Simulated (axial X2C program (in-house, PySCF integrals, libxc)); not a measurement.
## Low determinants of MnI at the PBE0 level, 2c

Computed with an in-house all-electron X2C program for linear molecules (integrals from PySCF). Two-component (2c) means X2C with spin–orbit coupling and atomic mean-field two-electron Coulomb and Gaunt terms. Basis: I dyall-cv3z [11s12p8d4f1g], Mn dyall-cv3z [9s10p6d3f2g] (cores contracted in-house); Gaussian nuclei, density fitting, unrestricted open shells. Masses: I 126.904 u, Mn 54.938 u.

Search at 2.601 Å (vertical energies from the lowest determinant):

| ΔE (eV) | state | electrons beyond evenly filled partner blocks | electrons in ±ω = 1/2, 3/2, 5/2, 7/2 |
| --- | --- | --- | --- |
| 0.00 | Ω = 3 | ω = 1/2, ω = 5/2 | 51 22 5 0 |
| 0.67 | Ω = 2 | ω = -1/2, ω = 5/2 | 51 22 5 0 |
| 1.67 | Ω = 1 | ω = -3/2, ω = 5/2 | 50 23 5 0 |
| 1.83 | Ω = 4 | ω = 3/2, ω = 5/2 | 50 23 5 0 |
| 2.92 | Ω = 2 | 2 × ω = 1/2, ω = -3/2, ω = 5/2 | 52 21 5 0 |
| 3.29 | Ω = 6 | ω = 1/2, 2 × ω = 3/2, ω = 5/2 | 51 22 5 0 |
| 3.42 | Ω = 4 | ω = 3/2, ω = 5/2 | 52 21 5 0 |

Lowest determinant, Ω = 3 (⟨Sz⟩ = 3.00, ⟨Lz⟩ = 0.00 at PBE0): Re = 2.597 Å, ωe = 233.6 cm⁻¹.

The determinant in row 2 of the search, Ω = 2 (⟨Sz⟩ = 2.00, ⟨Lz⟩ = 0.00 at PBE0), was followed along the bond at PBE0; measured from the minimum of the lowest determinant it gives:

Te = 0.647 eV (5217 cm⁻¹), Re = 2.530 Å, ωe = 238.2 cm⁻¹.

(1) Compare the bond of the determinant in row 2 with that of the lowest one.

The search compares states at one distance, so a state with another bond length can lie lower; it is not exhaustive and yields mostly the lowest determinant of each block pattern, so other components and higher states of one pattern are missing. These are energies of single determinants, not of spin-adapted states; PBE0 term energies can be off by some tenths of an eV, and the functional has no current term. Open-shell Ω = 0 determinants with evenly filled partner blocks cannot be reached by this program, so the Ω shown need not be the lowest component. The lowest determinant need not be the ground state where others lie within half an eV.

Results:

(1) At PBE0 its Re is 0.067 Å shorter and its force constant, which goes as ωe², is 1.04 times that of the lowest determinant. T0 ≈ Te + Δωe/2 = 5217 + (2) = 5219 cm⁻¹.
